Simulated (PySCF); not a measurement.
A structure optimised at PBE0-D3(BJ)/def2-SVP, used in a PySCF frequency run:

```
B
N 1 1.3859
H 2 1.0112 1 122.52
H 2 1.0119 3 115.32 1 180.00
Cl 1 1.7636 2 120.47 3 180.00
Br 1 1.9266 2 119.75 3 0.00
```
Charge 0, spin multiplicity 1.

Problem. Write its SMILES, formula and point group.

Solution. NB(Cl)Br, BBrClH₂N, Cs

Problem. What are its rotational constants (standard atomic weights)?

Solution. 6.3496, 1.8871, 1.4548 GHz
